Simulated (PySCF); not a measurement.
Working out the excitation energy of Ne(2+)

Ne(2+) [He] 2s2 2p4 (3P) → Ne(2+) [He] 2s2 2p3 3d1 (5D). Computed with PySCF 2.14 in aug-cc-pwCVDZ, with no relativity, point nucleus. Frozen: nothing. Energies in hartree (1 hartree = 27.21139 eV):

```csv
part,Ne(2+) (lower),Ne(2+) (upper)
UHF,-126.322715,-124.086315
CCSD correlation,-0.151684,-0.129180
(T),-0.001000,-0.001241
```

Question: What does Hartree-Fock give?

Answer: (-124.086315) − (-126.322715) = 2.236400 hartree = 60.856 eV.

Question: What do CCSD and CCSD(T) give?

Answer: The CCSD correlation energies differ by 0.022504 hartree = 0.612 eV and the triples by -0.000241 hartree = -0.007 eV, so CCSD gives 61.468 eV and CCSD(T) 61.461 eV.

A double-zeta basis recovers only part of the correlation energy.
